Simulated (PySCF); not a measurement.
ClCu, charge +1, doublet, at a GFN2-xTB geometry of the parent state (such geometries of metal compounds can be far from the true shape) (the multiplicity is a formal guess); B3LYP/6-31G* in PySCF.

The PySCF input:
```python
from pyscf import gto, scf, dft

mol = gto.Mole()
mol.atom = '''
    Cu   -0.000000   -0.000000   -0.789398
    Cl    0.000000    0.000000    1.346620
'''
mol.basis = '6-31g*'
mol.charge = 1
mol.spin = 1
mol.verbose = 3
mol.build()

mf = dft.UKS(mol)
mf.xc = 'b3lyp'
mf.kernel()
mf.analyze()
```

The log (banner, timings and long lists left out):

```
converged SCF energy = -2100.11111860114  <S^2> = 0.75232188  2S+1 = 2.0023205
**** MO energy ****
                             alpha | beta                alpha | beta
MO #1   energy= -323.355365887197  | -323.35523748847   occ= 1 | 1
MO #2   energy= -101.770213702156  | -101.766988854131  occ= 1 | 1
MO #3   energy= -39.1897000651029  | -39.1743162888972  occ= 1 | 1
MO #4   energy= -34.404364990031   | -34.3873467613892  occ= 1 | 1
MO #5   energy= -34.4040485890356  | -34.387185487818   occ= 1 | 1
MO #6   energy= -34.3781445212099  | -34.3743107231752  occ= 1 | 1
MO #7   energy= -9.70061184248831  | -9.69759300627579  occ= 1 | 1
MO #8   energy= -7.4628052054118   | -7.45694760612561  occ= 1 | 1
MO #9   energy= -7.45889052016822  | -7.45287450495397  occ= 1 | 1
MO #10  energy= -7.45232461019492  | -7.45046191852282  occ= 1 | 1
MO #11  energy= -4.67189026592824  | -4.63894016861712  occ= 1 | 1
MO #12  energy= -3.18508607703492  | -3.13787119232873  occ= 1 | 1
MO #13  energy= -3.18084871909309  | -3.13386479475395  occ= 1 | 1
MO #14  energy= -3.13044555614826  | -3.12005294855399  occ= 1 | 1
MO #15  energy= -1.04797415602485  | -1.02677220834564  occ= 1 | 1
MO #16  energy= -0.671927344624891 | -0.651911207877817 occ= 1 | 1
MO #17  energy= -0.662276426949154 | -0.610784080479548 occ= 1 | 1
MO #18  energy= -0.626041811198875 | -0.597357311141823 occ= 1 | 1
MO #19  energy= -0.614051371102519 | -0.597290764539221 occ= 1 | 1
MO #20  energy= -0.61306399228004  | -0.566258887262895 occ= 1 | 1
MO #21  energy= -0.576933675120711 | -0.551222071759702 occ= 1 | 1
MO #22  energy= -0.569120410871051 | -0.534589192518991 occ= 1 | 1
MO #23  energy= -0.543027304854305 | -0.449172658738039 occ= 1 | 0
MO #24  energy= -0.374264914457969 | -0.369371278294357 occ= 0 | 0
MO #25  energy= -0.222798752175737 | -0.218485467868145 occ= 0 | 0
MO #26  energy= -0.215854131720401 | -0.215775332672854 occ= 0 | 0
MO #27  energy= -0.144962223022559 | -0.143032534485114 occ= 0 | 0
MO #28  energy= -0.0663278713318225 | -0.064410646045407 occ= 0 | 0
MO #29  energy= -0.000236540098171645 | 0.00278989117064876 occ= 0 | 0
MO #30  energy= 0.0058003818115302 | 0.00598950475418647 occ= 0 | 0
MO #31  energy= 0.0382559270076612 | 0.0438327600264947 occ= 0 | 0

To work with the spin densities directly, `use mulliken_meta_spin()` only printing them here.

 ** Mulliken spin pop alpha/beta on meta-lowdin orthogonal AOs **
 ** Mulliken Spin Density (per atom)  **
spin density of  0 Cu =      0.58180
spin density of  1 Cl =      0.41820
 ** Mulliken pop alpha/beta on meta-lowdin orthogonal AOs **
 ** Mulliken atomic charges   ( Nelec_alpha | Nelec_beta ) **
charge of  0Cu =      1.19922  (    14.19129     13.60949 )
charge of  1Cl =     -0.19922  (     8.80871      8.39051 )

WARN: System has nonzero charge 1; the dipole moment is origin-dependent.
Location of origin: [0. 0. 0.]

Dipole moment(X, Y, Z, Debye): -0.00000, -0.00000, -5.07067
```
